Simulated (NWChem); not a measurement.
Species: SiIBr, singlet; SMILES Br[Si]I

```xyz
3

Si     1.2560     0.4971     0.0000
Br    -0.2732     2.1536     0.0000
I     -0.1513    -1.5535     0.0000
```
Atoms are numbered in this order, from 1.

Low-valent species are run as closed-shell singlets; no triplet was tried in these runs. Geometry: optimised at PBE0/def2-SVP. No frequency run checked for a minimum. def2 effective core potentials on I; no spin-orbit coupling.

Symmetry labels are those of Cs in the frame above (b1 and b2, or b-type labels, depend on it).

Task: List the 4 lowest vertical singlet excitations from CAM-B3LYP/def2-SVPD with def2 effective core potentials on I, TDA (NWChem).

Result: 
| state | energy (eV) | oscillator strength | symmetry | leading excitation (squared amplitude) |
|---|---|---|---|---|
| S1 | 3.14 | 0.012 | a" | HOMO → LUMO (0.98) |
| S2 | 3.59 | 0.001 | a" | HOMO−1 → LUMO (0.99) |
| S3 | 4.32 | 0.039 | a' | HOMO−2 → LUMO (0.88) |
| S4 | 5.19 | 0.006 | a" | HOMO−4 → LUMO (0.98) |
